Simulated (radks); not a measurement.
The arsenic anion As3-, [Kr], held by a Watson sphere: a shell of charge +4.08 at radius R that stands for the Madelung well of a crystal (potential energy -4.08/R inside, -4.08/r outside, in hartree with lengths in bohr). All-electron calculation, scalar-relativistic Kohn-Sham, PBEsol, spin-polarised, spherical densities, point nucleus. Program: a radial shooting solver on a logarithmic mesh with Libxc functionals. Response by self-consistent Sternheimer equations with the Hartree and adiabatic LDA kernel, the relativistic mass of each level held fixed and spin-orbit coupling left out. The sphere does not respond.

| R (bohr) | e(3d) (eV) | e(4s) (eV) | e(4p) (eV) | <r> 4p (bohr) | sum of <r^2> (bohr^2) | X-ray form factor at sin(theta)/lambda = 0.1 1/angstrom | alpha (bohr^3) |
|---|---|---|---|---|---|---|---|
| 2.34 | -48.265 | -26.065 | -16.819 | 2.326 | 55.45 | 32.518 | 24.82 |
| 2.38 | -48.039 | -25.802 | -16.640 | 2.343 | 56.10 | 32.487 | 25.60 |
| 2.94 | -45.730 | -22.587 | -14.267 | 2.583 | 65.39 | 32.072 | 39.25 |
| 2.95 | -45.699 | -22.538 | -14.227 | 2.588 | 65.56 | 32.065 | 39.55 |
| 3.45 | -44.359 | -20.345 | -12.405 | 2.791 | 74.06 | 31.738 | 57.25 |
| 3.7 | -43.811 | -19.443 | -11.604 | 2.890 | 78.39 | 31.590 | 68.52 |
| 4.51 | -42.384 | -17.216 | -9.467 | 3.195 | 92.92 | 31.186 | 119.6 |
| 4.63 | -42.209 | -16.959 | -9.203 | 3.238 | 95.17 | 31.135 | 129.4 |
| 4.79 | -41.987 | -16.640 | -8.870 | 3.296 | 98.20 | 31.070 | 143.6 |
